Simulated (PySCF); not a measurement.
Molfile (atoms numbered from 1):
```
C3H16N4OSi3
     RDKit          3D

 27 27  0  0  0  0  0  0  0  0999 V2000
    3.7789    1.4929   -1.0673 C   0  0  0  0  0  0  0  0  0  0  0  0
    2.9269    0.3926   -0.9604 O   0  0  0  0  0  0  0  0  0  0  0  0
    2.0900   -0.0852    0.3964 Si  0  0  2  0  0  4  0  0  0  0  0  0
    1.8081   -1.7933    0.4269 N   0  0  0  0  0  0  0  0  0  0  0  0
    0.5709   -2.7422   -0.3692 Si  0  0  0  0  0  4  0  0  0  0  0  0
   -0.8539   -1.7455   -0.4100 N   0  0  0  0  0  0  0  0  0  0  0  0
   -0.8817   -0.3452    0.6348 Si  0  0  2  0  0  4  0  0  0  0  0  0
   -2.2889    0.5882    0.2607 N   0  0  0  0  0  0  0  0  0  0  0  0
   -3.5498   -0.0387   -0.0474 C   0  0  0  0  0  0  0  0  0  0  0  0
   -2.4029    1.9729    0.6433 C   0  0  0  0  0  0  0  0  0  0  0  0
    0.5257    0.6601    0.3907 N   0  0  0  0  0  0  0  0  0  0  0  0
    4.3557    1.6720   -0.1401 H   0  0  0  0  0  0  0  0  0  0  0  0
    4.4983    1.3185   -1.8833 H   0  0  0  0  0  0  0  0  0  0  0  0
    3.2255    2.4212   -1.3024 H   0  0  0  0  0  0  0  0  0  0  0  0
    2.9521    0.2644    1.5649 H   0  0  0  0  0  0  0  0  0  0  0  0
    2.5013   -2.3300    0.9427 H   0  0  0  0  0  0  0  0  0  0  0  0
    0.8852   -3.1363   -1.7790 H   0  0  0  0  0  0  0  0  0  0  0  0
    0.4385   -3.9969    0.4336 H   0  0  0  0  0  0  0  0  0  0  0  0
   -1.2770   -1.6251   -1.3267 H   0  0  0  0  0  0  0  0  0  0  0  0
   -0.7976   -0.8720    2.0298 H   0  0  0  0  0  0  0  0  0  0  0  0
   -4.0337    0.4407   -0.9200 H   0  0  0  0  0  0  0  0  0  0  0  0
   -3.4053   -1.1026   -0.2846 H   0  0  0  0  0  0  0  0  0  0  0  0
   -4.2678    0.0200    0.7959 H   0  0  0  0  0  0  0  0  0  0  0  0
   -3.0664    2.1161    1.5202 H   0  0  0  0  0  0  0  0  0  0  0  0
   -2.8178    2.5847   -0.1808 H   0  0  0  0  0  0  0  0  0  0  0  0
   -1.4182    2.3868    0.9054 H   0  0  0  0  0  0  0  0  0  0  0  0
    0.4172    1.4415   -0.2508 H   0  0  0  0  0  0  0  0  0  0  0  0
  1  2  1  0
  2  3  1  0
  3  4  1  0
  4  5  1  0
  5  6  1  0
  6  7  1  0
  7  8  1  0
  8  9  1  0
  8 10  1  0
  7 11  1  0
 11  3  1  0
  1 12  1  0
  1 13  1  0
  1 14  1  0
  3 15  1  1
  4 16  1  0
  5 17  1  0
  5 18  1  0
  6 19  1  0
  7 20  1  1
  9 21  1  0
  9 22  1  0
  9 23  1  0
 10 24  1  0
 10 25  1  0
 10 26  1  0
 11 27  1  0
M  END
```

Geometry: PBE0-D3(BJ)/def2-SVP; GIAO shifts from PySCF 2.14, gas phase, non-relativistic, averaged over equivalent atoms.

At HF/pcSseg-1 (288 basis functions, 29 s wall time (61 s CPU) on 2 threads of an Intel Xeon Platinum 8488C, shared host):
```tsv
atoms	δ (ppm)
C1	46.8
C9/C10	33.6
O2	15.8
Si7	-34.1
Si3	-34.7
Si5	-36.5
N11	38.4
N4	36.3
N6	29.4
N8	2.4
H17	4.61
H18	4.51
H20	4.27
H15	4.07
H12/H13/H14	3.43
H21/H22/H23/H24/H25/H26	2.35
H27	0.45
H19	0.40
H16	0.35
```

Referencing at the same level of theory: 13C (190.85 ppm), 29Si (393.43 ppm), 1H (31.69 ppm) against TMS; 17O (333.31 ppm) against H2O; 15N (265.72 ppm) vs NH3.

Predict the values at PBE0/pcSseg-1 on the same geometry.

## Answers


| atoms | δ at PBE0/pcSseg-1 | change |
| --- | --- | --- |
| C1 | 51.5 | +4.7 |
| C9/C10 | 37.1 | +3.5 |
| O2 | 48.9 | +33.1 |
| Si7 | -33.6 | +0.5 |
| Si3 | -30.4 | +4.3 |
| Si5 | -33.0 | +3.5 |
| N11 | 57.7 | +19.3 |
| N4 | 53.9 | +17.6 |
| N6 | 45.4 | +16.0 |
| N8 | 22.8 | +20.4 |
| H17 | 5.33 | +0.72 |
| H18 | 5.17 | +0.66 |
| H20 | 5.03 | +0.76 |
| H15 | 4.80 | +0.73 |
| H12/H13/H14 | 3.66 | +0.23 |
| H21/H22/H23/H24/H25/H26 | 2.49 | +0.14 |
| H27 | 0.73 | +0.28 |
| H19 | 0.61 | +0.21 |
| H16 | 0.56 | +0.21 |

Shifts are taken against calculated references (same method and geometry level): 13C (σ = 184.41 ppm), 29Si (σ = 351.99 ppm), 1H (σ = 31.27 ppm) vs TMS; 17O (σ = 334.56 ppm) against H2O; 15N (σ = 265.67 ppm) vs NH3.

The largest change is at O2 (oxygen bonded to C, Si). Cost: 288 basis functions.

Experimental scales use liquid or dissolved standards, which lie at an offset from isolated NH3 (liquid NH3: subtract about 20 ppm) and H2O (liquid H2O: subtract about 36 ppm).
